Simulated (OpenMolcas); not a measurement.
## Ne⁵⁺: effect of the IPEA shift

| Property | Result |
| --- | --- |
| Program | OpenMolcas |
| Basis | ANO-RCC-VQZP [5s4p3d2f1g] |
| Scalar Hamiltonian | DKH2, point nucleus |
| Active space | 3 electrons in 8 orbitals (2s 2p 3s 3p) |
| State averaging | 2S+1 = 4 odd, 1 root; 2S+1 = 2 odd, 3 roots; 2S+1 = 4 even, 3 roots; 2S+1 = 2 even, 9 roots |
| Spin-orbit coupling | state interaction with AMFI integrals over the reference wave functions, term energies averaged over their components |

Methods on the same reference wave functions:
A. CASSCF
B. SS-CASPT2, IPEA 0.25 Eh, imaginary shift 0.1 Eh (closed shells correlated: 1s)
C. SS-CASPT2, IPEA 0.5 Eh, imaginary shift 0.1 Eh (closed shells correlated: 1s)

Energies in cm⁻¹ above 2s² 2p ²P°_1/2, the measured ground level; measured values from NIST levels in Podobedova, Fuhr, Reader and Wiese, J. Phys. Chem. Ref. Data 33, 525 (2004).

| Level | A | B | C | Measured |
| --- | --- | --- | --- | --- |
| 2s² 2p ²P°_1/2 | 0.0 | 0.0 | 0.0 | 0.0 |
| 2s² 2p ²P°_3/2 | 1263 | 1263 | 1263 | 1310 |
| 2s 2p² ⁴P_1/2 | 95213 | 99500 | 99460 |  |
| 2s 2p² ⁴P_3/2 | 95645 | 99930 | 99890 |  |
| 2s 2p² ⁴P_5/2 | 96353 | 100640 | 100600 |  |
| 2s 2p² ²D_3/2 | 185264 | 179160 | 179240 | 179021 |
| 2s 2p² ²D_5/2 | 185269 | 179170 | 179240 | 178992 |
| 2s 2p² ²S_1/2 | 233474 | 231420 | 231390 | 230853 |
| 2s 2p² ²P_1/2 | 260821 | 250200 | 250390 | 249292 |
| 2s 2p² ²P_3/2 | 261675 | 251040 | 251240 | 250112 |

Deviations, from unrounded energies. A percentage is the sum of absolute deviations over the sum of measured energies, with the sign that they share, or ± where signs differ.

```json
{"Against measurement": "mean absolute deviation (cm-1)", "Levels": "6", "A": "6400", "B": "460", "C": "550"}
{"Against measurement": "fine structure of the ground term (%)", "Levels": "1", "A": "-3.6", "B": "-3.6", "C": "-3.6"}
{"Against measurement": "other configurations (%)", "Levels": "5", "A": "+3.5", "B": "+0.3", "C": "+0.3"}
```

B lies closest to measurement on these levels and A furthest from it. The largest miss of B in the table is 2s 2p² ²P_3/2, by +930 cm-1. The ranking rests on the paired levels alone, and a cruder setting can come out closer through cancelling errors.

Between B and C the level of the table that moves most is 2s 2p² ²P_3/2, by 190 cm-1 (lowest in B, highest in C). Moves below CASPT2's spread within the term are not significant.

The lowest spin-free term lies below A's lowest term by 0.049 hartree in B, 0.049 hartree in C.

CASPT2 breaks the degeneracy within a term, and the mean is taken; among the terms shown or strongly mixed into the levels shown the widest spread is 23 cm-1 (2s 2p² ²P, C). Active for correlation alone: 3p 3s; no level in the range computed is led by a configuration that fills them, so any true level of that kind is missing. Computed and measured levels are paired by configuration, term and J; levels that our copy of the source lacks, or whose pairing is in doubt (as where it misses far off the trend of its configuration), stay unpaired and out of the deviations. Levels of configurations outside the active space are missing. Levels that lie high or do not pair safely by name in every column are left out.

° marks odd parity.
